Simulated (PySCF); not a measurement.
**Working out the electron affinity of Bi**

Bi- [Xe] 4f14 5d10 6s2 6p4 (3P) → Bi [Xe] 4f14 5d10 6s2 6p3 (4S). Computed with PySCF 2.14 in aug-cc-pVDZ-PP with ECP60MDF, with a scalar-relativistic core potential. Frozen: 5s2 5p6 5d10. Energies in hartree (1 hartree = 27.21139 eV):

| part | Bi- (lower) | Bi (upper) |
| --- | --- | --- |
| UHF | -213.582920 | -213.591272 |
| CCSD correlation | -0.071652 | -0.049408 |
| (T) | -0.001892 | -0.000618 |

Q: What does Hartree-Fock give?

A: (-213.591272) − (-213.582920) = -0.008352 hartree = -0.227 eV.

Q: What do CCSD and CCSD(T) give?

A: The CCSD correlation energies differ by 0.022244 hartree = 0.605 eV and the triples by 0.001274 hartree = 0.035 eV, so CCSD gives 0.378 eV and CCSD(T) 0.413 eV.

Reference: 0.942 eV (measured; photodetachment measurements, as compiled on the Wikipedia data page of electron affinities), between the lowest levels; spin-orbit coupling is absent from the calculation.

A double-zeta basis recovers only part of the correlation energy.

What remains against the reference includes basis incompleteness, the frozen core and higher excitations.
